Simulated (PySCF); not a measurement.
# Core binding energy against partial charge

C5H5FO.
Atom-mapped SMILES: `[CH2:1]=[CH:2]/[CH:3]=[CH:4]\[C:5](=[O:6])[F:7]`

Geometry (GFN2-xTB, Å), atoms numbered from 1 in this order:
```
atom  x, y, z in Å
C1     2.186    0.066    0.777
C2     0.964   -0.254    0.350
C3     0.002    0.747   -0.024
C4    -1.251    0.522   -0.465
C5    -1.845   -0.788   -0.638
O6    -1.424   -1.882   -0.453
F7    -3.132   -0.660   -1.104
H8     2.904   -0.684    1.057
H9     2.506    1.093    0.860
H10    0.657   -1.286    0.272
H11    0.332    1.776    0.063
H12   -1.897    1.350   -0.721
```

Binding energies: delta-SCF UKS SCAN, pcX-2 on the ionised atom, pcseg-1 elsewhere, spin-free X2C in PySCF. Charges: PBE0/pcSseg-1 ground-state density, for the ionised atom.

```json
{"atom": "C1", "environment": "terminal =CH2 carbon", "C 1s (eV)": "290.65", "Mulliken (e)": "-0.108", "IAO (e)": "-0.266", "Hirshfeld (e)": "-0.060", "ESP (e)": "-0.391"}
{"atom": "C4", "environment": "alkene CH carbon", "C 1s (eV)": "291.03", "Mulliken (e)": "-0.227", "IAO (e)": "-0.243", "Hirshfeld (e)": "-0.069", "ESP (e)": "-0.496"}
{"atom": "C2", "environment": "alkene CH carbon", "C 1s (eV)": "291.17", "Mulliken (e)": "-0.178", "IAO (e)": "-0.147", "Hirshfeld (e)": "-0.042", "ESP (e)": "-0.093"}
{"atom": "C3", "environment": "alkene CH carbon", "C 1s (eV)": "291.57", "Mulliken (e)": "-0.076", "IAO (e)": "-0.072", "Hirshfeld (e)": "0.000", "ESP (e)": "+0.022"}
{"atom": "C5", "environment": "acyl halide carbon", "C 1s (eV)": "295.12", "Mulliken (e)": "+0.591", "IAO (e)": "+0.595", "Hirshfeld (e)": "+0.225", "ESP (e)": "+0.835"}
```

**Question.** Give the correlation coefficient and slope of binding energy on charge for each scheme.

**Answer.** IAO: r = 1.00, slope 5.1 eV per e; Hirshfeld: r = 0.99, slope 14.8 eV per e; Mulliken: r = 0.98, slope 5.3 eV per e; ESP: r = 0.96, slope 3.3 eV per e. On 5 points no scheme stands out.

**Question.** The point-charge model writes a binding energy as kq + V + constant, with V the potential of the other atoms' charges at the site. What does it give with the IAO charges?

**Answer.** V = Σ 14.40 eV Å × q/r over all other atoms: +3.80 eV at C1, +4.46 eV at C4, +1.28 eV at C2, +0.74 eV at C3, -8.69 eV at C5. Fitting binding energy − V to q gives k = 19.8 eV per e and leaves an rms residual of 0.45 eV, against 0.13 eV for the fit on q alone. The model has no term for differences in relaxation between sites.

The unrestricted hole states depart most from a pure doublet (⟨S²⟩ = 0.75; over 0.85 named) for C 1s of C2 (0.91) and C 1s of C3 (0.95), which makes these values less certain. Isolated species at its GFN2-xTB geometry (one conformer only).
